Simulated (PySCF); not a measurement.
C₂HF₃O₂, charge -1, doublet, at the geometry of the source list (a state made from the parent by changing its charge; the spin is typed, not shown lowest) (in this run its highest filled SCF level lies above zero, so its values depend strongly on the basis, on diffuse functions most of all). Base run: PySCF with MP2/def2-SV(P).

The PySCF input:
```python
from pyscf import gto, scf, mp

mol = gto.M(
    atom='''
O     1.24100000   -0.78730000    0.34200000
C     0.60540000    0.29700000   -0.04900000
O     1.08720000    1.34450000   -0.34540000
C    -0.93040000    0.01890000   -0.07510000
F    -1.37440000   -0.33420000    1.13520000
F    -1.61140000    1.09280000   -0.46180000
F    -1.22270000   -0.97700000   -0.91730000
H     2.20530000   -0.65460000    0.37150000
''',
    basis='def2-sv(p)',
    charge=-1,
    spin=1,
    verbose=4,
)

mf = scf.UHF(mol)
mf.kernel()

pt = mp.MP2(mf, frozen=7)
pt.kernel()
print('E(MP2) = %.10f' % pt.e_tot)
```

Variants of this job, named by their change:

```csv
change,basis functions,E (Eh),MP2 correlation (Eh),SCF-reference HOMO (eV),core-seconds (rough)
base,100,-525.01179,-1.14610,0.87,5
basis = STO-3G,36,-517.11042,-0.18060,5.49,0.9
basis = 3-21G,65,-522.13358,-0.72701,1.24,2
basis = pcseg-0,65,-523.46748,-0.76331,0.54,2
basis = 6-31G,65,-524.84680,-0.74866,0.27,2
basis = 6-31G*,100,-525.36580,-1.08861,1.05,7
basis = cc-pVDZ,103,-525.47970,-1.16119,1.03,7
basis = pc-1,103,-525.30939,-1.15876,0.62,5
basis = 6-31G**,103,-525.37771,-1.09371,1.05,7
basis = pcseg-1,103,-525.30572,-1.15893,0.62,7
basis = def2-SVP,103,-525.02914,-1.15274,0.87,5
basis = 6-31+G*,128,-525.43938,-1.12210,0.29,20
basis = 6-311G**,132,-525.69162,-1.25675,0.78,20
```

Totals compare only among sets that treat the same electrons; sets with core potentials leave the core out.

Open shells are given as the SCF converged; they aren't shown to be the lowest states, and a large step between rows can be another state.
